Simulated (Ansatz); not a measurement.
Isolated molecules relaxed with PBE0-D4/def2-TZVP in Ansatz; ΔE leaves out vibrations. CBS: MP2 limit from def2 TZ/QZ plus the TZ coupled-cluster correction, frozen cores. DFT in def2-TZVPP. def2 core potentials past Kr. For Mo outer-core shells are correlated without core-valence functions, which leaves a few kJ/mol of doubt a bond. One conformer a species, not always the lowest.

Reaction (formal exchange of groups at a Mo–C bond): `[CH3][Mo]([F])(=[S])=[S]` + `NC1C=C1` → `[NH2][Mo]([F])(=[S])=[S]` + `CC1C=C1`

(1) Is it downhill or uphill in electronic energy at CCSD(T)/CBS, and by how much? (Best estimate.)

(2) What do these levels give: LDA (SPW92), revPBE-D4, r2SCAN-D4, r2SCANh-D4, revPBE, BLYP, PBE0, HF/def2-SVP, MP2/def2-SVP, HF/def2-TZVPP, MP2/def2-TZVPP, HF/def2-QZVPP? (Estimate.)

Largest T1 diagnostic among the species: 0.025, so the coupled-cluster value is less sure than usual.

Results:

(1) Ansatz gave: Downhill: ΔE = -99.1 kJ/mol.

(2) Ansatz gave: LDA (SPW92) -104.5, revPBE-D4 -103.2, r2SCAN-D4 -105.2, r2SCANh-D4 -103.9, revPBE -101.5, BLYP -105.7, PBE0 -100.3, HF/def2-SVP -97.5, MP2/def2-SVP -117.7, HF/def2-TZVPP -93.8, MP2/def2-TZVPP -108.1, HF/def2-QZVPP -93.8 kJ/mol.

From r2SCAN to r2SCAN0 (25 % exact exchange), in def2-TZVPP and without D4, ΔE moves by +3.4 kJ/mol. Leaving LDA and LC-ωPBE aside and taking each functional with its dispersion term where it has one, the values, not all of them listed here, spread over 7.4 kJ/mol, from BLYP-D4 to ωB97M-V. In def2-TZVPP, CCSD(T) changes the Hartree–Fock value by −6.1 kJ/mol (the triples alone add −4.1 kJ/mol) and MP2 by −14.3 kJ/mol.
